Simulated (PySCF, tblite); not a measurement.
Species: C5H8N2Si.
Cartesian coordinates in Å at the GFN2-xTB level; atoms count from 1:
```xyz
16
C5H8N2Si angstrom
C     -1.394    1.388    1.491
C     -1.529    0.414    0.806
C     -1.588   -0.820    0.034
N     -0.312   -1.501   -0.109
C      0.599   -0.938   -1.091
Si     1.311    0.828   -0.808
C      1.807    0.897    0.990
N      2.114    0.907    2.094
H     -1.307    2.250    2.082
H     -2.275   -1.511    0.537
H     -1.980   -0.614   -0.968
H      0.143   -1.575    0.796
H      0.086   -0.963   -2.058
H      1.433   -1.643   -1.169
H      0.351    1.904   -1.042
H      2.535    0.986   -1.596
```

Computed with PBE0/def2-SVPD in PySCF (dipole) on a GFN2-xTB geometry, gas phase.

Masses are those of the commonest isotopes; rigid-rotor values at the optimised geometry. The values belong to one conformer with, in the numbering `[CH:1]#[C:2][CH2:3][NH:4][CH2:5][SiH2:6][C:7]#[N:8]`, C2–C3–N4–C5 -78°, C3–N4–C5–Si6 65°, N4–C5–Si6–C7 44°.

Question: What are A, B and C (MHz)?

Answer: Ia = 254.30, Ib = 335.75, Ic = 460.19 u·Å²; 505379 MHz·u·Å²/I gives A = 1987, B = 1505, C = 1098 MHz.

Question: Classify the top.

Answer: An asymmetric top: κ = (2 × 1505 − 1987 − 1098)/(1987 − 1098) = -0.08.

Question: What does the inertial defect say?

Answer: Not planar: Δ = Ic − Ia − Ib = -129.85 u·Å². For a rigid frame Δ = −2 Σ m c², so Σ m c² = 64.93 u·Å² lies off the ab plane: 11.11 from hydrogen and 53.81 from heavier atoms. The atom farthest from that plane is 2.03 Å away.

Question: Give the other two planar moments, Paa and Pbb, and the rms extents of the mass along the axes.

Answer: Paa = Σ m a² = (Ib + Ic − Ia)/2 = 270.82 and Pbb = Σ m b² = (Ia + Ic − Ib)/2 = 189.37 u·Å². With the mass M = 124.05 u, the rms extents √(P/M) along a, b and c are 1.48, 1.24, 0.72 Å.

Question: Where do the levels up to J = 4 lie, in cm⁻¹?

Answer: Above 0(0,0):
J = 1: 1(0,1) 0.0868, 1(1,1) 0.1029, 1(1,0) 0.1165
J = 2: 2(0,2) 0.2548, 2(1,2) 0.2630, 2(1,1) 0.3038, 2(2,1) 0.3520, 2(2,0) 0.3577
J = 3: 3(0,3) 0.4971, 3(1,3) 0.5001, 3(1,2) 0.5799, 3(2,2) 0.6125, 3(2,1) 0.6365, 3(3,1) 0.7299, 3(3,0) 0.7316
J = 4: 4(0,4) 0.8114, 4(1,4) 0.8123, 4(1,3) 0.9379, 4(2,3) 0.9553, 4(2,2) 1.0119, 4(3,2) 1.0853, 4(3,1) 1.0955, 4(4,1) 1.2390, 4(4,0) 1.2394

Question: Which types of transition are allowed, and where do some lines up to J = 4 fall?

Answer: The dipole components are |μa| = 1.77 D, |μb| = 2.20 D, |μc| = 1.92 D. Intensities carry the squares of the components, which stand as 0.65 : 1.00 : 0.76 (a : b : c). Some lines, for components of 0.1 D or more:

| type | branch | J(Ka,Kc) | MHz | lower level (cm⁻¹) |
| --- | --- | --- | --- | --- |
| a | Q | 4(3,1) ← 4(3,2) | 306 | 1.085 |
| c | Q | 1(1,1) ← 1(0,1) | 482 | 0.087 |
| b | Q | 1(1,0) ← 1(0,1) | 889 | 0.087 |
| b | Q | 2(2,0) ← 2(1,1) | 1617 | 0.304 |
| b | Q | 3(2,1) ← 3(1,2) | 1695 | 0.580 |
| a | R | 1(0,1) ← 0(0,0) | 2603 | 0.000 |
| b | R | 1(1,1) ← 0(0,0) | 3086 | 0.000 |
| b | Q | 3(2,2) ← 3(1,3) | 3369 | 0.500 |
| c | Q | 4(4,1) ← 4(3,1) | 4300 | 1.096 |
| b | Q | 4(4,0) ← 4(3,1) | 4312 | 1.096 |
| a | R | 2(1,2) ← 1(1,1) | 4800 | 0.103 |
| a | R | 2(1,1) ← 1(1,0) | 5614 | 0.117 |
| a | R | 3(1,3) ← 2(1,2) | 7108 | 0.263 |
| b | R | 3(1,3) ← 2(0,2) | 7354 | 0.255 |
| a | R | 4(3,2) ← 3(3,1) | 10655 | 0.730 |
| b | R | 3(3,1) ← 2(2,0) | 11159 | 0.358 |
| b | R | 3(2,1) ← 2(1,2) | 11196 | 0.263 |
| b | R | 4(2,3) ← 3(1,2) | 11252 | 0.580 |
| b | R | 4(3,2) ← 3(2,1) | 13456 | 0.636 |
| c | R | 4(2,3) ← 3(1,3) | 13645 | 0.500 |
| c | R | 4(3,1) ← 3(2,1) | 13762 | 0.636 |
| c | R | 4(4,0) ← 3(3,0) | 15223 | 0.732 |
| b | R | 4(2,2) ← 3(1,3) | 15342 | 0.500 |

Question: Estimate the classical rotational partition function at 25 K, 100 K and 200 K.

Answer: Point group C1, symmetry number σ = 1; q = (√π/σ)·√((kT/h)³/(ABC)), k/h = 20836.6 MHz/K: 11600 at 25 K, 93000 at 100 K, 263000 at 200 K.

Its GFN2-xTB frequencies are all real (lowest 43 cm⁻¹). These are rigid-rotor constants of the computed structure; measured ground-state constants (B0) also hold zero-point vibration. A rigid rotor knows nothing of inversion at nitrogen, which can split or shift real lines. Quadrupole hyperfine structure (14N) is left out.
